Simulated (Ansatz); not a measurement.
Program: Ansatz. Geometries: PBE0-D4/def2-TZVP. ΔE: electronic, gas phase. CCSD(T)/CBS is frozen-core, at the limit of the def2 triple- and quadruple-zeta sets. DFT in def2-TZVPP. One conformer a species, not always the lowest.

`O[Si]O[SiH3]` + H₂S → `[SiH3]O[Si]S` + H₂O  (ligand exchange at the Si–O bond)

| level | ΔE (eV) |
| --- | --- |
| r2SCAN0-D4 | 0.51 |
| B2PLYP | 0.59 |
| PBE-QIDH | 0.51 |
| MP2/cc-pV(D+d)Z | 0.55 |
| CCSD(T)/cc-pV(D+d)Z | 0.55 |
| HF/cc-pV(T+d)Z | 0.72 |
| CCSD(T)/cc-pV(T+d)Z | 0.60 |
| MP2/cc-pV(Q+d)Z | 0.55 |

Question: What does CCSD(T)/CBS give? (Estimate.)

Answer: Ansatz gave: +0.52 eV. The listed levels differ from it by -0.01, 0.07, -0.01, 0.03, 0.03, 0.20, 0.08, 0.03 eV.

Largest T1 diagnostic among the species: 0.015.

The D4 term adds −0.06 eV with B3LYP and −0.03 eV with PBE0; it sums over pairs of atoms, weighted by their polarisabilities, and B3LYP, whose exchange is more repulsive, gets the larger term. From BLYP to BHLYP (50 % exact exchange), in def2-TZVPP and without D4, ΔE moves by +0.06 eV. Leaving LDA and LC-ωPBE aside and taking each functional with its dispersion term where it has one, the values, not all of them listed here, spread over 0.25 eV, from revPBE-D4 to CAM-B3LYP-D4. LDA lies +0.05 eV from PBE without D4.

B3LYP here is the variant with VWN-RPA as its local correlation; programs differ in this.
